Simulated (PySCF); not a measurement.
## Orbital picture of GdN

PBE0 at R = 1.756 Å; PySCF, spin-free X2C with a Gaussian nucleus, basis sets Gd x2c-SVPall, N x2c-SVPall. State: octet, about 7.2 electrons in the 4f shell (Mulliken). Only the outer orbitals are listed, counted within each symmetry.

```
spin  orbital  occ.  ε (eV)  on Gd (%)           main shells (%)
   α       8π     1   -4.90         46           54 N p, 42 Gd d
   α       8π     1   -4.90         46           54 N p, 42 Gd d
   α      15σ     1   -4.14         50  46 N p, 32 Gd d, 15 Gd p
   α      16σ     0   -2.11         99  81 Gd s, 10 Gd p, 8 Gd d
   α       4δ     0   -0.10        100                  100 Gd d
   α       4δ     0   -0.10        100                  100 Gd d
   β       7π     1   -5.19         35           65 N p, 28 Gd d
   β       7π     1   -5.19         35           65 N p, 28 Gd d
   β      14σ     1   -4.41         42  55 N p, 22 Gd d, 11 Gd p
   β      15σ     0   -1.75         99          83 Gd s, 10 Gd p
   β       3δ     0    0.45        100                  100 Gd d
   β       3δ     0    0.45        100                  100 Gd d
```

Task: Which are the highest filled and the lowest empty level, where do they sit, and how wide is the gap?

Result: Highest filled α 15σ at -4.14 eV (in %: 46 N p, 32 Gd d, 15 Gd p); lowest empty α 16σ at -2.11 eV (in %: 81 Gd s, 10 Gd p, 8 Gd d); the gap at PBE0 is 2.03 eV.

```json
{
  "bond order (Mayer)": "3.15",
  "⟨S²⟩": "15.799",
  "charge on Gd (Mulliken, basis-dependent)": "0.31",
  "charge on Gd (Löwdin, basis-dependent)": "0.16",
  "dipole moment (positive dipole means Gd(−)N(+))": "-7.01 D",
  "polarisability along the bond": "111.8 bohr³",
  "polarisability across the bond": "27.0 bohr³"
}
```

Spin–orbit coupling is left out. The state is the lowest single determinant that the PBE0 search found; with open d or f shells the true ground state can be another one.
